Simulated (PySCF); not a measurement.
Pb(F)(SH) (FHPbS), SMILES [F][Pb][SH] (connectivity only; charge and spin as stated), neutral, multiplicity 1. The structure is a stationary point at B3LYP-D3(BJ)/def2-TZVP. The def2 effective core potentials stand for the cores of Pb; spin–orbit coupling is left out. Other conformers were not sampled.

All values below come from PySCF with B3LYP-D3(BJ)/def2-TZVP.

Harmonic wavenumbers (cm⁻¹): 121, 293, 297, 513, 608, 2654. Rotational constants (GHz): 6.905, 2.625, 1.902; symmetry number 1.

Work out the zero-point energy and the ideal-gas rigid-rotor harmonic-oscillator thermochemistry at 298.15 K and 1 atm.

ZPE = ½ Σ hcν = ½ × 4486 cm⁻¹ = 6.41 kcal/mol. H − E(el) = 9.99 kcal/mol. Entropy in cal/(mol K): translation 42.56, rotation 26.64, vibration 7.04, total 76.23. G − E(el) = -12.74 kcal/mol. Cp = 15.48 cal/(mol K). Modes under 150 cm⁻¹ make the vibrational entropy uncertain.
